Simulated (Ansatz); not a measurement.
`CCC(=O)N(C)C` and `CN(C)C(=O)C(C)(C)C` differ in one atom or group.

Ansatz, PBE0-D4/def2-TZVP geometries, multiplicity 1. Each molecule was computed in one conformer, which needn't be the lowest.

```tsv
property	`CCC(=O)N(C)C`
size of the dipole moment (ωB97M-V/def2-TZVPP) / D	3.73
LUMO energy (PBE/def2-TZVPP) / eV	-0.33
LUMO energy (ωB97M-V/def2-TZVPP) / eV	2.27
HOMO energy (ωB97M-V/def2-TZVPP) / eV	-9.15
HOMO energy (B3LYP/def2-TZVPP) / eV	-6.68
HOMO–LUMO gap (ωB97M-V/def2-TZVPP) / eV	11.42
```

**Question.** What does the change do to each property? (An estimate is asked.)

**Answer.** Ansatz gave: 
| property | `CN(C)C(=O)C(C)(C)C` | shift |
| --- | --- | --- |
| size of the dipole moment (ωB97M-V/def2-TZVPP) / D | 3.45 | -0.28 |
| LUMO energy (PBE/def2-TZVPP) / eV | -0.27 | 0.06 |
| LUMO energy (ωB97M-V/def2-TZVPP) / eV | 2.34 | 0.07 |
| HOMO energy (ωB97M-V/def2-TZVPP) / eV | -9.12 | 0.03 |
| HOMO energy (B3LYP/def2-TZVPP) / eV | -6.65 | 0.03 |
| HOMO–LUMO gap (ωB97M-V/def2-TZVPP) / eV | 11.46 | 0.04 |

Dipoles are sizes alone; their direction can turn.

B3LYP here is the variant with VWN-RPA as its local correlation; programs differ in this.
